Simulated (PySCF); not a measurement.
Job file and geometry (Å, from GFN2-xTB) of an NMR shielding run on SMILES O[SiH2][Si@]1([SiH3])[SiH2]CO[SiH2]1, CH$_{12}$O$_{2}$Si$_{5}$, PySCF, GIAO PBE0/pcSseg-1 NMR shielding, non-relativistic, gas phase; density fitting, a coarse starting grid and PySCF grid level 2 are the driver's defaults:

```
$ OMP_NUM_THREADS=1 python probes_run.py task.json out

{"job": {"kind": "nmr", "xc": "PBE0", "basis": "pcSseg-1"}, "charge": 0, "multiplicity": 1}
O      3.011553     1.175344     0.738071
Si     2.453299     0.576988    -0.676047
Si     0.260159     0.302143     0.029985
Si    -0.095633     1.499668     2.022768
Si    -0.385726    -1.948386     0.288749
C     -2.050717    -1.813963    -0.673256
O     -2.016866    -0.837265    -1.686486
Si    -1.406635     0.663551    -1.582638
H      3.922865     1.427738     0.858936
H      3.253274    -0.603733    -1.031013
H      2.736948     1.553148    -1.738972
H      0.249735     2.918085     1.892342
H      0.690473     0.982186     3.144950
H     -1.496663     1.462343     2.464539
H      0.401161    -2.995865    -0.381556
H     -0.757732    -2.530622     1.586907
H     -2.316486    -2.756092    -1.157948
H     -2.865299    -1.571568     0.019817
H     -2.453298     1.592938    -1.127654
H     -1.139558     0.914041    -2.994529
```

Task: Write the output of this run.

Result: 
```
coarse grid: 18824 points
cycle   1  E = -1642.1673067479  dE =  6.516e-01  |g| = 9.592e-01  |ddm| = 4.119e+00
cycle   2  E = -1641.8229493159  dE =  3.444e-01  |g| = 1.635e+00  |ddm| = 2.658e+00
cycle   3  E = -1642.3314435407  dE = -5.085e-01  |g| = 1.146e-01  |ddm| = 1.998e+00
cycle   4  E = -1642.3329275123  dE = -1.484e-03  |g| = 7.808e-02  |ddm| = 1.574e-01
cycle   5  E = -1642.3339811576  dE = -1.054e-03  |g| = 1.401e-02  |ddm| = 8.025e-02
cycle   6  E = -1642.3340160672  dE = -3.491e-05  |g| = 1.205e-03  |ddm| = 1.388e-02
cycle   7  E = -1642.3340164070  dE = -3.398e-07  |g| = 6.038e-04  |ddm| = 3.163e-03
final grid: 157720 points
cycle   8  E = -1642.3973495863  dE = -1.889e-05  |g| = 9.856e-03  |ddm| = 2.083e-02
cycle   9  E = -1642.3973286249  dE =  2.096e-05  |g| = 1.463e-02  |ddm| = 1.708e-02
cycle  10  E = -1642.3973663500  dE = -3.773e-05  |g| = 1.025e-03  |ddm| = 1.086e-02
cycle  11  E = -1642.3973665507  dE = -2.007e-07  |g| = 3.090e-04  |ddm| = 1.351e-03
cycle  12  E = -1642.3973665727  dE = -2.195e-08  |g| = 6.593e-05  |ddm| = 3.745e-04
cycle  13  E = -1642.3973665735  dE = -7.999e-10  |g| = 2.940e-05  |ddm| = 1.081e-04
converged SCF energy = -1642.3973665735

GIAO shielding tensors (ppm)
atom      isotropic    diamagn.    paramagn.     s11        s22        s33       span
  0 O      329.985     387.110     -57.124    260.390    325.699    403.867    143.477
  1 Si     360.835     878.161    -517.326    295.372    343.884    443.249    147.878
  2 Si     504.771     884.863    -380.092    471.040    503.010    540.263     69.223
  3 Si     455.024     879.850    -424.825    439.870    447.730    477.473     37.603
  4 Si     402.939     881.017    -478.078    351.275    398.696    458.846    107.571
  5 C      128.757     249.708    -120.951     82.845    115.725    187.702    104.857
  6 O      310.686     395.140     -84.454    205.142    325.024    401.891    196.749
  7 Si     355.929     879.870    -523.941    267.688    338.476    461.624    193.936
  8 H       31.302      29.111       2.191     21.672     24.830     47.404     25.732
  9 H       25.963      28.599      -2.636     22.443     24.552     30.894      8.451
 10 H       25.992      28.497      -2.505     22.207     24.651     31.119      8.912
 11 H       27.947      28.870      -0.923     24.142     25.606     34.092      9.950
 12 H       27.825      28.892      -1.067     24.142     25.582     33.752      9.610
 13 H       28.052      29.257      -1.205     24.069     26.102     33.985      9.916
 14 H       27.558      30.011      -2.453     23.531     24.974     34.168     10.637
 15 H       27.571      29.912      -2.341     24.209     25.002     33.501      9.292
 16 H       27.175      28.363      -1.188     21.605     26.555     33.366     11.761
 17 H       28.240      30.300      -2.059     22.613     26.926     35.181     12.568
 18 H       26.343      29.716      -3.374     22.274     24.778     31.976      9.702
 19 H       26.302      29.617      -3.315     22.147     24.686     32.073      9.926
```

Task: Turn these shieldings into chemical shifts. Referencing at the same level of theory: H2O for ¹⁷O (336.08 ppm); TMS for ²⁹Si (349.16 ppm), ¹³C (186.93 ppm), ¹H (31.72 ppm).

Result: Averaging equivalent atoms: O 6: 25.4; O 0: 6.1; Si 7: -6.8; Si 1: -11.7; Si 4: -53.8; Si 3: -105.9; Si 2: -155.6; C 5: 58.2; H 9: 5.75; H 10: 5.72; H 19: 5.41; H 18: 5.37; H 16: 4.54; H 14: 4.16; H 15: 4.15; H 11/12/13: 3.78; H 17: 3.48; H 8: 0.42 ppm. Experimental scales use liquid or dissolved standards, which lie at an offset from isolated H2O (liquid H2O: subtract about 36 ppm).

Size and cost of the density-fitted run: 231 basis functions, 100 s wall time on 1 thread of an AMD EPYC, shared host; peak memory 1.1 GiB.
